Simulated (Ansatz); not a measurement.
Relaxation of ClH$_{5}$W (7 atoms, charge 0, multiplicity 1), to a largest force component of 0.03 eV/Å in at most 50 steps.

Level of theory: RKS B3LYP-D4/def2-SVP (Ansatz 0.2.0).

```xyz
7
Properties=species:S:1:pos:R:3
W -0.038 0.182 0.362
Cl 0.995 0.248 2.470
H 1.367 -0.733 0.113
H -0.140 1.728 -0.342
H -1.532 -0.625 0.388
H -0.148 -1.152 -0.645
H 0.717 0.352 -1.125
```

Where does it end, and by what steps?

The forces met the threshold. After 3 steps the energy has fallen by 0.073 eV; H3 moved furthest, 0.10 Å.

```csv
step,energy less start (eV),largest force component (eV/Å),accepted
0,0.0000,1.215,yes
1,-0.0344,0.411,yes
2,-0.0719,0.041,yes
3,-0.0730,0.017,yes
```

```xyz
7
Properties=species:S:1:pos:R:3
W 0.002 0.165 0.375
Cl 0.925 0.280 2.458
H 1.346 -0.741 0.017
H -0.138 1.715 -0.313
H -1.512 -0.611 0.423
H -0.157 -1.177 -0.625
H 0.756 0.369 -1.113
```

Run time: 19 s on 1 thread of Arm Neoverse V1, on a shared host, peak memory 0.14 GiB.
